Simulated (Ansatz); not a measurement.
Species: PbI₂, charge 0, singlet. PbI2 (SMILES [I][Pb][I]).
B3LYP-D3(BJ)/def2-TZVP minimum from Ansatz (a quantum-chemistry and plane-wave program):
```
Pb
I 1 2.8372
I 1 2.8372 2 101.23
```
Charge 0, spin multiplicity 1.

Total energies in def2-TZVPP, 18 correlated electrons, 27 frozen orbitals. UHF or UKS for unpaired electrons; spin-orbit terms are left out. Cores are frozen in correlated methods (noble-gas shells, and filled d and f shells in the p block). Past Kr the def2 sets carry scalar-relativistic core potentials. Spin-orbit terms, left out, reach several kcal/mol for Br and I, and more for heavier atoms.

```tsv
method	program	energy (Eh)	minus CCSDT(Q) (mEh)
HF	Ansatz	-785.28638	390.49
MP2	Ansatz	-785.62584	51.03
CCSD	Ansatz	-785.65723	19.63
CCSD(T)	Ansatz	-785.67464	2.23
CCSDT(Q)	Ansatz	-785.67687	0.00
```

Rough core times of Ansatz's runs on a shared machine: CCSD(T) 30 s, CCSDT(Q) 40 min.
